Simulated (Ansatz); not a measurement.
Input:

```yaml
crystal:
  periodic: [false, false, false]
  atoms:
    - { symbol: B, position_ang: [-0.016202, 0.422681, -0.056582] }
    - { symbol: H, position_ang: [-0.026155, 0.817433, 1.060586] }
    - { symbol: Cl, position_ang: [1.472266, 0.477492, -1.015108] }
    - { symbol: F, position_ang: [-1.137674, 0.068413, -0.657743] }
    - { symbol: Si, position_ang: [0.514168, -2.468532, 1.112581] }
    - { symbol: H, position_ang: [-0.481715, -3.111665, 0.219846] }
    - { symbol: H, position_ang: [1.877069, -2.622902, 0.548979] }
    - { symbol: H, position_ang: [0.442965, -3.080995, 2.467684] }
    - { symbol: H, position_ang: [0.216779, -1.033726, 1.249558] }
basis:
  gaussian: { orbitals: "6-31G*" }
hamiltonian:
  xc: b3lyp
relax:
  f_tol: 0.03
  max_steps: 50
```

Run as:

```bash
$ ansatz run input.yaml --threads 1 --pin off --max-ram 2048MiB --backend cpu --events-out ev --progress --plain --runs-dir out
```

Hardware: 1 thread of Arm Neoverse V1, on a shared host.

Q: Roughly how long does this run take, and how much memory?

A: 2.9 min, with a peak of 0.19 GiB, for 48 ionic steps.
